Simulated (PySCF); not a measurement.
**B (boron, neutral): UHF calculation**

Configuration: [He] 2s1 2p1 3d1, one real determinant (an excited configuration). All numbers are calculated (PySCF 2.14, no relativity, point nucleus, in dyall-av3z (15s9p3d2f, 71 functions)).

```json
{
  "Total energy": "-24.137354 hartree",
  "One-electron energy": "-31.0061 hartree",
  "Hartree (Coulomb) energy": "10.5690 hartree",
  "Exchange energy": "-3.7002 hartree",
  "Kinetic energy": "24.29609 hartree",
  "⟨S²⟩": "3.7500",
  "⟨L²⟩": "8.015",
  "Sum of ⟨r⟩": "9.503 bohr",
  "Sum of ⟨r²⟩": "38.00 bohr²",
  "Traceless quadrupole moment −½Σ⟨3z² − r²⟩ along its main axis": "6.74 e·bohr²",
  "Density at the nucleus (Gaussians lack the cusp)": "70.2 bohr⁻³",
  "Spin density at the nucleus": "1.93 bohr⁻³",
  "Langevin diamagnetic susceptibility": "-30.1 ×10⁻⁶ cm³/mol"
}
```

| shell | electrons | mean orbital energy (eV) | rms radius, mean of both spins (bohr) |
| --- | --- | --- | --- |
| 1s α | 1 | -217.54 | 0.379 |
| 1s β | 1 | -215.58 | 0.379 |
| 2s α | 1 | -21.213 | 1.93 |
| 2p α | 1 | -15.156 | 2.00 |
| 3d α | 1 | -0.413 | 5.48 |

⟨L²⟩ = 8.02 against 12 for a pure F term, so this real determinant mixes terms. The outer electron is Rydberg-like, and this basis confines it to a smaller radius and binds it less than a complete one would.

Spin-orbit constants ζ (cm⁻¹) from the X2C one-electron operator on these orbitals (non-relativistic here): bare nucleus, nucleus screened by l(l+1)(2l+1)/3 electrons, and screened by the Breit-Pauli mean field of the electrons.

| shell | bare | screened nucleus | mean field |
| --- | --- | --- | --- |
| 2p | 32.34 | 19.40 | 14.80 |
| 3d | 0.4131 | 0.08261 | 0.05628 |

To first order the Landé constant is A = 1.657 cm⁻¹, so the lowest level has J = 3/2 and lies 0.00123 eV below the centre of the term. This holds in LS coupling only.
